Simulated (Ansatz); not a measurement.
## Relaxing a trial structure of CH3BBrF

The starting geometry of this gas-phase singlet is a saddle point at B3LYP-D3(BJ)/def2-SVP, pushed by 0.25 Å along its imaginary mode; its bonds are those of `CB(F)Br`.

```yaml
atoms:
  - { symbol: C, position_ang: [-0.6636, -1.1414, 0.0913] }
  - { symbol: B, position_ang: [-1.7498, -1.9597, -0.6613] }
  - { symbol: Br, position_ang: [-1.6155, -2.3992, -2.5397] }
  - { symbol: F, position_ang: [-2.8419, -2.3643, -0.0323] }
  - { symbol: H, position_ang: [0.2801, -1.0252, -0.4759] }
  - { symbol: H, position_ang: [-1.0974, -0.1050, 0.3086] }
  - { symbol: H, position_ang: [-0.4641, -1.5940, 1.1020] }
```

Predict what becomes of its bonds when it is optimised with B3LYP-D3(BJ)/def2-SVP.

It keeps its bonds, and is `CB(F)Br`.

The energy falls by 0.03 eV over 19 steps:

```
step  E − E(last) (eV)
   1             0.034
   3             0.001
   5             0.001
   7             0.001
   9             0.000
  11             0.000
  13             0.000
  15             0.000
  17             0.000
  19             0.000
```

Final geometry (Å):

```
atom    x (Å)    y (Å)    z (Å)
   C  -0.6739  -1.1407   0.1128
   B  -1.7438  -1.9878  -0.6412
  Br  -1.7302  -2.1777  -2.5676
   F  -2.7323  -2.5857  -0.0005
   H   0.3160  -1.1872  -0.3631
   H  -0.9917  -0.0816   0.0796
   H  -0.5964  -1.4282   1.1728
```

Frequencies at the end are all real (lowest 39 cm⁻¹). Run with Ansatz 0.2.0, 49 s on 2 threads of Intel(R) Xeon(R) Platinum 8259CL CPU @ 2.50GHz (Skylake/Cascade Lake), on a shared host.
